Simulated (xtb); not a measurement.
xtb input:

```bash
xtb mol.xyz --gfn 2 --ohess tight --chrg 0 --uhf 0
```
mol.xyz:
```
8

C     -1.86367468    -0.02344537    -0.00168530
Sn     0.28325408     0.03040894     0.02228497
H     -2.25591788     0.33505494    -0.88567092
H     -2.24856490     0.53210751     0.89212936
H     -2.23195732    -1.07081935     0.17559773
H      0.86996126     1.59649864    -0.21586545
H      0.90554081    -0.63651360     1.48885845
H      0.85392599    -0.96478670    -1.31013004
```

Task: Predict the final energy.

Result: -7.25612 Eh (GFN2-xTB).
